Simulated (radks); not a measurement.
Q: All-electron atom: neutral mercury in [Xe] 4f14 5d10 6s1 7f1 (not the ground configuration). All-electron calculation, scalar-relativistic Kohn-Sham, SCAN, spin-polarised, spherical densities, finite nucleus; open shells are filled with parallel spins first (spin-orbit coupling, left out, can overturn this in heavy ions); meta-GGA in the generalised Kohn-Sham scheme; Fermi nuclear charge, rms radius 5.4648 fm. Program: a radial shooting solver on a logarithmic mesh with Libxc functionals. Some entries of the table are withheld. Estimate them.

orbital  occ.  eigenvalue (hartree)  r(max) (bohr)
1s up       1             -3059.192        0.01022
1s down     1             -3059.191        0.01022
2s up       1             -543.5149        0.05910
2s down     1             -543.5145        0.05910
2p up       3             -468.6804        0.04906
2p down     3             -468.6799        0.04906
3s up       1             -129.6852         0.1665
3s down     1             -129.6849         0.1665
3p up       3             -107.9407         0.1662
3p down     3             -107.9403         0.1662
3d up       5             -84.99202         0.1357
3d down     5             -84.99157         0.1357
4s down     1             -28.98710         0.3758
4s up       1             -28.98706         0.3758
4p up       3             -21.82594         0.3956
4p down     3             -21.82594         0.3956
4d up       5             -13.29053         0.4028
4d down     5             -13.29004         0.4028
5s down     1              -4.73659         0.8271
5s up       1              -4.72860         0.8267
4f up       7              -3.86715            (1)
4f down     7              -3.86571            (2)
5p down     3              -2.81853         0.9305
5p up       3              -2.80920         0.9300
5d up       5              -0.67685          1.156
5d down     5              -0.66974          1.153
6s up       1              -0.54182            (3)
7f up       1              -0.00991          52.13

A: 
(1) 4f up r(max) (bohr): 0.3671
(2) 4f down r(max) (bohr): 0.3671
(3) 6s up r(max) (bohr): 2.153
